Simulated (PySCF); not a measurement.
Species: C7H5BF2O2.
Bonds: O1–C2 (double), C2–O3, C2–C4, C4–C5 (aromatic), C5–C6 (aromatic), C6–C7 (aromatic), C7–B8, B8–F9, B8–F10, C7–C11 (aromatic), C11–C12 (aromatic), C4–C12 (aromatic). Hydrogens: H13 on O3; H14 on C5; H15 on C6; H16 on C11; H17 on C12.

Jobs on this species (17 atoms, 86 electrons) with PySCF (density fitting). Hardware of each: Arm Neoverse V2, one thread, shared host. Times come from a shared host and carry two figures at best.

```
                level and settings                                                             work  basis functions  SCF cycles  wall time
PBE0-D3(BJ)/def2-SVP, grid level 1                      geometry optimisation from a GFN2-xTB start              193           ?          ?
 PBE0/pcSseg-1, IEF-PCM chloroform                               shieldings, ring-centre shieldings              229          14       35 s
    PBE0/pcSseg-1, IEF-PCM benzene  shieldings, ring-centre shieldings, charges and field gradients              229          14       37 s
```

Q: Fill in the missing figures.

A: 
- PBE0-D3(BJ)/def2-SVP, grid level 1; geometry optimisation from a GFN2-xTB start: 4.3 min, 108 SCF cycles

Q: What do all jobs in the table cost together?

A: About 5.5 min; the longest takes about 78 % of that, and about 7.4 times as long as the shortest.
